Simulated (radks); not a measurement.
Sb3+, 48 electrons, occupied as [Kr] 4d10 5s2 (the NIST ground configuration).

Method: scalar-relativistic Kohn-Sham, BLYP, spin-polarised, spherical densities, point nucleus; computed with a radial shooting solver on a logarithmic mesh with Libxc functionals.

Energy parts (hartree):
| part | energy |
|---|---|
| total | -6480.30783 |
| kinetic | 6778.22778 |
| electron-nucleus | -15620.51351 |
| Hartree | 2531.92169 |
| exchange-correlation | -169.94379 |

Orbitals (lengths in bohr, moments of r in powers of bohr; r(max) is where P^2 peaks; r(90%) holds 90 % of the orbital's charge):
| orbital | occ. | eigenvalue (hartree) | r(max) | <r^4> | r(90%) | <r> |
|---|---|---|---|---|---|---|
| 1s | 2 | -1114.988 | 0.01835 | 3.124e-06 | 0.0511 | 0.02842 |
| 2s | 2 | -170.5910 | 0.1037 | 0.0005396 | 0.189 | 0.1226 |
| 2p | 6 | -153.2713 | 0.08303 | 0.0003887 | 0.174 | 0.1071 |
| 3s | 2 | -34.30657 | 0.2999 | 0.02379 | 0.486 | 0.3306 |
| 3p | 6 | -28.66195 | 0.2934 | 0.02510 | 0.494 | 0.3288 |
| 3d | 10 | -20.04520 | 0.2442 | 0.02251 | 0.481 | 0.3055 |
| 4s | 2 | -6.54284 | 0.7223 | 0.7396 | 1.14 | 0.7902 |
| 4p | 6 | -4.81306 | 0.7618 | 1.054 | 1.25 | 0.8513 |
| 4d | 10 | -2.29880 | 0.8454 | 2.636 | 1.57 | 1.021 |
| 5s | 2 | -1.43292 | 1.811 | 31.00 | 2.92 | 2.025 |

The highest occupied level is 5s at -38.992 eV. For comparison, the ionisation energy in NIST's Atomic Spectra Database is 43.80 eV (measured). In exact Kohn-Sham theory the highest level is minus the ionisation energy, but local and semilocal functionals leave it too shallow, through self-interaction and a potential that decays too fast; potentials with the right tail come closer. Summed over all electrons, <r^2> = 30.06 bohr^2, which gives a Langevin (diamagnetic) susceptibility term of -23.8 x 10^-6 cm^3/mol. The density falls to 0.001 e/bohr^3 at r = 3.45 bohr.
